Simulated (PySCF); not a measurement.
**How methods differ on the ionisation energy of Ca**

Ca [Ar] 4s2 (1S) → Ca+ [Ar] 4s1 (2S), as a difference of total energies. Computed with PySCF 2.14 in cc-pVDZ-X2C, with scalar relativity by spin-free X2C-1e. Correlated levels: valence: [Ar] frozen. The calculations carry no spin-orbit coupling.

```
           method  ionisation energy (eV)
              UHF                   5.146
              PBE                   6.132
             BP86                   6.244
    MP2 (valence)                   5.617
SCS-MP2 (valence)                   5.712
   CCSD (valence)                   5.904
```

Q: How much does correlation contribute at MP2 (valence)?

A: 5.617 − (5.146) = 0.471 eV, measured against UHF.

Errors of the correlated levels include the incompleteness of this basis and the frozen core.

With two correlated electrons CCSD is exact in that space.

For comparison: 6.113 eV (measured; NIST Atomic Spectra Database, ionization energies).
